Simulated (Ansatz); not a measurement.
One change: `[SiH3]C1OC=CO1` becomes `C1=COCO1`.

Ansatz, PBE0-D4/def2-TZVP geometries, multiplicity 1. 

```csv
property,`[SiH3]C1OC=CO1`
size of the dipole moment (ωB97M-V/def2-TZVPP) / D,0.76
zero-point energy (PBE0-D4/def2-TZVP) / kJ/mol,218.2
HOMO–LUMO gap (PBE0/def2-TZVPP) / eV,6.55
size of the dipole moment (PBE/def2-TZVPP) / D,0.68
"ideal-gas entropy at 298 K and 1 bar (rigid rotor, harmonic PBE0-D4/def2-TZVP) / J/(mol·K)",335
LUMO energy (B3LYP/def2-TZVPP) / eV,0.39
```

What does the change do to each property? (Best estimate.)

Computed: 
```
                                                                                  property  `C1=COCO1`  shift
                                        size of the dipole moment (ωB97M-V/def2-TZVPP) / D        0.64  -0.12
                                            zero-point energy (PBE0-D4/def2-TZVP) / kJ/mol       181.7  -36.5
                                                      HOMO–LUMO gap (PBE0/def2-TZVPP) / eV        6.68   0.13
                                            size of the dipole moment (PBE/def2-TZVPP) / D        0.50  -0.18
ideal-gas entropy at 298 K and 1 bar (rigid rotor, harmonic PBE0-D4/def2-TZVP) / J/(mol·K)         281    -54
                                                       LUMO energy (B3LYP/def2-TZVPP) / eV        0.47   0.08
```

The zero-point energy changes by -36.5 kJ/mol with -9 modes. Dipoles are sizes alone; their direction can turn.

Positive LUMOs are unbound, so they and the gaps depend on the basis.

B3LYP here is the variant with VWN-RPA as its local correlation; programs differ in this.
